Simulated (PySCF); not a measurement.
Isomers of C4H13O4PSi, one GFN2-xTB conformer each. Single-point energies are computed at PBE0/pcSseg-1 (PySCF, gas phase, no added dispersion term), electronic only.

```
                 SMILES  GFN2-xTB relative energy (kJ/mol)
CCCO[P@](=O)(OC)O[SiH3]                               11.9
   CCOP(=O)(O[SiH3])OCC                                0.0
```

Conformers: `[CH3:1][CH2:2][CH2:3][O:4][P@:5](=[O:6])([O:7][CH3:8])[O:9][SiH3:10]` with C1–C2–C3–O4 71°, C2–C3–O4–P5 -98°, C3–O4–P5–O6 -18°, O4–P5–O7–C8 84°, O4–P5–O9–Si10 170°; `[CH3:1][CH2:2][O:3][P:4](=[O:5])([O:6][SiH3:7])[O:8][CH2:9][CH3:10]` with C1–C2–O3–P4 81°, C2–O3–P4–O5 21°, O3–P4–O6–Si7 102°, O3–P4–O8–C9 -97°, P4–O8–C9–C10 74°.

What does PBE0/pcSseg-1 give for the same structures?

```json
{"SMILES": "CCOP(=O)(O[SiH3])OCC", "PBE0/pcSseg-1 E (Eh)": "-1091.26988", "PBE0/pcSseg-1 (kJ/mol)": "0.0", "GFN2-xTB (kJ/mol)": "0.0", "point group": "C1"}
{"SMILES": "CCCO[P@](=O)(OC)O[SiH3]", "PBE0/pcSseg-1 E (Eh)": "-1091.26567", "PBE0/pcSseg-1 (kJ/mol)": "11.1", "GFN2-xTB (kJ/mol)": "11.9", "point group": "C1"}
```

Both levels put the same isomer lowest. 

Which frontier levels, dipoles and rotational constants go with these structures?

| SMILES | HOMO (eV, PBE0/pcSseg-1) | LUMO (eV) | dipole (D) | A, B, C (MHz) |
| --- | --- | --- | --- | --- |
| CCOP(=O)(O[SiH3])OCC | -8.43 | 0.16 | 1.23 | 1344, 782.0, 566.3 |
| CCCO[P@](=O)(OC)O[SiH3] | -8.36 | 0.09 | 1.05 | 1217, 827.0, 570.1 |

As an exercise, what shares would exp(−E/RT) give at 1000 K from these electronic energies alone (no entropy, no degeneracies)?

RT = 8.314 kJ/mol: CCOP(=O)(O[SiH3])OCC 79.1 %, CCCO[P@](=O)(OC)O[SiH3] 20.9 %.
